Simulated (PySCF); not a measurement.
**[Cd(Cl)(Br)] (charge 0, multiplicity 1)**

These are TPSSh-D3(BJ)/def2-TZVP // PBE-D3(BJ)/def2-SVP in PySCF values and carry that method's errors.

```json
{
  "HOMO": "-7.86 eV",
  "dipole_moment": "0.37 D",
  "HOMO–LUMO gap": "5.13 eV",
  "LUMO": "-2.74 eV",
  "charge on the central atom (Mulliken)": "0.77 e",
  "total_energy": "-3202.1047 Ha",
  "cost": "very roughly 80 core-seconds"
}
```

Bond lengths (Å): Cd1–Cl2 2.292, Cd1–Br3 2.414. Angles (°): Cl2–Cd1–Br3 180.0.
Charge 0, spin multiplicity 1.
